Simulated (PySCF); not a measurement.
Mo(NMe)(S)(F)(SH) (CH₄FMoNS₂), SMILES C[N]=[Mo]([F])(=[S])[SH], multiplicity 1. Geometry optimised at r2SCAN-D4/def2-SVP. The spin state was assumed, not searched. The def2 effective core potentials stand for the cores of Mo; spin–orbit coupling is left out. One conformer was computed; it need not be the lowest.

The numbers are results of r2SCAN-D4/def2-SVP in PySCF, not measurements.

Harmonic wavenumbers (cm⁻¹): 91, 95, 104, 130, 157, 189, 265, 336, 343, 416, 558, 623, 673, 697, 1073, 1082, 1329, 1407, 1430, 1436, 2684, 2992, 3091, 3104. Rotational constants (GHz): 1.539, 1.324, 1.151; symmetry number 1.

Task: Work out the zero-point energy and the ideal-gas rigid-rotor harmonic-oscillator thermochemistry at 298.15 K and 1 atm.

Result: ZPE = ½ Σ hcν = ½ × 24304 cm⁻¹ = 34.74 kcal/mol. H − E(el) = 41.05 kcal/mol. Entropy in cal/(mol K): translation 41.92, rotation 29.31, vibration 25.10, total 96.32. G − E(el) = 12.33 kcal/mol. Cp = 30.69 cal/(mol K). Modes under 150 cm⁻¹ make the vibrational entropy uncertain.
